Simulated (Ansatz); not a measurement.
Frontier orbitals of C8H10 (`C=CC1=C(C=C)CC1`).

Cartesian coordinates in Å:
```
C 2.902 -0.854 -0.670
C 1.973 -0.048 -0.149
C 0.564 -0.311 -0.214
C -0.542 0.339 0.228
C -0.764 1.563 0.945
C -1.974 2.016 1.279
C -1.492 -0.701 -0.310
C -0.223 -1.448 -0.818
H 2.627 -1.771 -1.180
H 3.957 -0.622 -0.602
H 2.281 0.865 0.356
H 0.117 2.138 1.221
H -2.872 1.465 1.018
H -2.104 2.945 1.821
H -2.074 -1.242 0.442
H -2.169 -0.358 -1.097
H -0.151 -1.545 -1.904
H -0.056 -2.429 -0.366
```

Total charge 0; spin multiplicity 1. The structure was optimised at the PBE0-D4/def2-TZVP level. It is one conformer, not always the lowest. Basis def2-TZVPP, the Gaussian-basis code of Ansatz.

A caution on the coupled-cluster cation, which keeps the state that its UHF reference found: it lies well above the hybrids' cation and may not be the lowest state; spin contamination of the cation.

```json
{"functional": "B3LYP", "HOMO (eV)": "-5.87", "LUMO (eV)": "-1.55"}
```

Give HOMO and LUMO (eV) with LDA (SPW92), PBE, revPBE, BLYP, r2SCAN, B97M-V, PBE0, r2SCANh, r2SCAN0, HSE06 (plane-wave form), BHLYP, CAM-B3LYP, LC-ωPBE, ωB97X-V, ωB97M-V, HF. (An estimate is asked.)

Computed: 
```
             functional   HOMO   LUMO
            LDA (SPW92)  -5.39  -2.43
                    PBE  -5.20  -2.22
                 revPBE  -5.13  -2.13
                   BLYP  -5.02  -2.06
                 r2SCAN  -5.31  -2.09
                 B97M-V  -5.30  -2.01
                   PBE0  -6.05  -1.37
                r2SCANh  -5.64  -1.78
                r2SCAN0  -6.14  -1.31
HSE06 (plane-wave form)  -5.68  -1.74
                  BHLYP  -6.76  -0.35
              CAM-B3LYP  -7.17  -0.32
                LC-ωPBE  -8.40   0.70
                ωB97X-V  -8.06   0.67
                ωB97M-V  -7.99   0.58
                     HF  -7.81   2.24
```

B3LYP here is the variant with VWN-RPA as its local correlation; programs differ in this. LC-ωPBE has ω = 0.4 bohr⁻¹. Positive LUMOs are unbound and depend on the basis.
